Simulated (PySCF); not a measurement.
## Two-component Hartree-Fock for Sb³⁷⁺ (antimony, charge +37)

Start: [Ne] 3s2 3p2; 3p1/2 filled at m_j = -1/2, +1/2. Calculated with PySCF 2.14 in an uncontracted even-tempered set (19 s from 7.3 bohr⁻², ratio 2.4; 14 p from 9.5 bohr⁻², ratio 2.4; 4 d from 34 bohr⁻², ratio 2.6; 4 f from 51 bohr⁻², ratio 2.6): generalised Hartree-Fock with the X2C-1e Hamiltonian and a Gaussian nucleus; one run each with spin-orbit coupling (SO) switched off, then screened by Boettger's factors.

```tsv
spinor shell	electrons	ε, spin-free (eV)	ε, screened SO (eV)	weight of nominal j (screened SO)	rms radius, screened SO (bohr)
1s1/2	2	-32848.6	-32841.7	1.000	0.0325
2s1/2	2	-6851.3	-6847.8	1.000	0.130
2p1/2	2	-6373.2	-6556.6	1.000	0.112
2p3/2	4	-6373.2	-6285.7	1.000	0.117
3s1/2	2	-2666.7	-2665.1	1.000	0.315
3p1/2	2	-2534.6	-2569.0	1.000	0.302
```

```
   quantity    spin-free  screened SO
E (hartree)  -5317.53551  -5321.82485
        M_J            0            0
       ⟨J²⟩        2.001        0.000
       ⟨L²⟩        2.001        1.337
       ⟨S²⟩        2.000        1.337
```

Breit and QED terms are absent; they matter most for the inner s and p1/2 levels.

Densities and radii are taken from the X2C orbitals without a picture-change correction, which distorts them close to the nucleus.

Without spin-orbit coupling the j labels of p, d and f shells carry no meaning; the spin-free column gives the mean over the occupied spinors of each nl shell.
